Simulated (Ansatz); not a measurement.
Geometry optimisation, RKS PBE0-D4/def2-SVP (Ansatz 0.2.0).

The input (input.yaml):

```yaml
crystal:
  periodic: [false, false, false]
  atoms:
    - { symbol: K, position_ang: [-0.0339, -0.0759, -3.4872] }
    - { symbol: Si, position_ang: [0.1175, 0.3961, 0.7869] }
    - { symbol: O, position_ang: [-0.2503, -0.7889, -0.3053] }
    - { symbol: H, position_ang: [1.368, 0.0705, 1.4612] }
    - { symbol: H, position_ang: [0.2438, 1.4682, -0.2406] }
    - { symbol: H, position_ang: [-0.9812, 0.5789, 1.7255] }
    - { symbol: H, position_ang: [-0.464, -1.6489, 0.0595] }
total_charge: 1
basis:
  gaussian: { orbitals: def2-SVP }
hamiltonian:
  xc: pbe0
  dispersion: d4
relax:
  f_tol: 0.02
  max_steps: 40
scf:
  lower_state_search: "off"
```

Run as:

```bash
$ ansatz run input.yaml --threads 1 --pin off --max-ram 2048MiB --backend cpu --events-out ev --progress --plain --runs-dir out
```

Problem. Where does it end, and by what steps?

Solution. The forces met the threshold. The force dipped under the threshold on the way, but the program's further checks kept it going. Limits of this set-up: the dipole of an ion depends on the origin. After 10 steps the energy has fallen by 0.274 eV; K1 moved furthest, 0.52 Å. Joined: K1–Si2.

```
step  energy less start (eV)  largest force component (eV/Å)  accepted
   0                  0.0000                           1.069       yes
   1                 -0.1284                           0.590       yes
   2                 -0.1676                           0.431       yes
   3                 -0.2289                           0.394       yes
   4                 -0.2694                           0.195       yes
   5                 -0.2687                           0.310        no
   6                 -0.2726                           0.070       yes
   7                 -0.2737                           0.015       yes
   8                 -0.2742                           0.020       yes
   9                 -0.2742                           0.026       yes
  10                 -0.2743                           0.001       yes
```

```xyz
7
Properties=species:S:1:pos:R:3
K -0.195 -0.244 -3.027
Si 0.127 0.414 0.706
O -0.200 -0.772 -0.487
H 1.341 0.037 1.476
H 0.366 1.625 -0.132
H -1.057 0.587 1.586
H -0.383 -1.647 -0.122
```

Whether the end is a true minimum wasn't checked by a vibrational analysis.

The run took 24 s on 1 CPU thread of a shared host.
